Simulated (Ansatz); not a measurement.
Total energies of Be5⁻ from Ansatz at PBE/def2-TZVPD, gas phase (1 Eh = 27.2114 eV = 2625.5 kJ/mol). The reference geometry is relaxed at PBE0/def2-TZVPD.

```xyz
5

Be   -0.6502    0.9368    0.3428
Be   -1.2536   -0.7481   -0.7302
Be    1.3766    0.5628    0.6738
Be    0.5072    0.1653   -1.1052
Be    0.0200   -0.9168    0.8188
```

```tsv
state	geometry	energy (Eh)
charge -1 doublet	reference	-73.46174
charge 0 triplet	reference	-73.39637
charge -1 quartet	relaxed at PBE0/def2-TZVPD	-73.43978
```

Task: Work out the vertical ionisation energy to the triplet.

Result: E(charge 0 triplet) − E(charge -1 doublet) = -73.39637 − (-73.46174) = 0.06537 Eh = 1.78 eV. For comparison, −ε of the highest occupied level of the spin that leaves is -0.08 eV at this level, 1.86 eV less.

Task: Which of the charge -1 states is lowest, and how far above it are the others?

Result: The doublet. quartet: -73.43978 − (-73.46174) = 0.02196 Eh = 57.7 kJ/mol.

At PBE/def2-TZVPD the highest occupied level of the charge -1 doublet lies above zero (up to 0.48 eV). By energy differences its removal costs 1.75 eV (vertical, to the charge 0 singlet, at PBE/def2-TZVPD); a positive level beside a positive removal energy at the same level points to self-interaction error. At PBE/def2-TZVPD the highest occupied level of the charge -1 quartet lies above zero (up to 0.84 eV). It is a level of α spin, whose loss leaves a triplet; that state wasn't run at this geometry and level. The electron is either unbound and held by the finite basis, or the level is raised by self-interaction error. 

The structure comes from a short search, and lower isomers may exist.
